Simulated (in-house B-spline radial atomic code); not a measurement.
**RPA and G0W0 on LDA VWN5: Sr⁵⁺**

Configuration [Ar] 3d10 4s2 4p3, highest spin, mean-field start LDA VWN5. Computed with an all-electron radial atomic-structure program (B-spline basis): all electrons, scalar-relativistic (spin-free one-electron X2C), finite nucleus, each spin shell either full or empty, empty states to l = 9 with an (l + 1/2)⁻⁴ tail; G0W0 by contour deformation at full frequency.

Command:
```bash
python run_gw.py task.json out
```
Settings (radii: box in bohr, nucleus in fm):
```
Z                        38
electrons                33
configuration            [Ar] 3d10 4s2 4p3
hamiltonian              x2c
method                   lda,vwn
lmax                     9
rms_radius               4.224
spin_polarised           True
box_radius               10.43
intervals                67
```

Run time, properties included: 5.8 s on 1 thread of Arm Neoverse N1, on a shared host.

Energies (hartree):

| term | value |
| --- | --- |
| mean-field total | -3168.24503 |
| Hartree-Fock functional on these orbitals | -3170.65708 |
| direct second order | -2.8326 |
| second-order exchange | 0.83015 |
| SOSEX correction | 0.7701 |

Problem. What is the RPA correlation energy, and what remains with SOSEX?

Solution. RPA gives -2.4991 hartree (-2.06 eV per electron); RPA + SOSEX gives -1.729, and the second-order doubles -2.0024 hartree (no singles). SOSEX takes back 31 % of the RPA value.

Quasi-particle levels (eV):

| level | occupied | mean field | Σx - vxc | Σc | QP weight | G0W0 |
| --- | --- | --- | --- | --- | --- | --- |
| 4p up | yes | -81.50 | -7.62 | ? | ? | ? |
| 4s down | yes | -97.88 | -4.17 | -2.91 | 0.956 | -104.96 |
| 3d down | yes | -193.91 | -23.36 | 5.79 | 0.909 | -211.49 |
| 4p down | no | -77.78 | 9.94 | -3.04 | 0.953 | -70.87 |

G0W0 = mean field + (Σx - vxc) + Σc, with Σc (partial-wave tail included) taken at the quasi-particle energy. Only the outer levels were computed. Levels of low weight are left out.

Problem. Where does G0W0 put 4p up?

Solution. At -89.57 eV, with Σc = -0.45 eV and a quasi-particle weight of 0.953. The tabulated removal energy is 88 ± 2 eV (NIST, tabulated theory); the calculation leaves out spin-orbit coupling, Breit and QED terms, and what these don't explain is the method's own error.
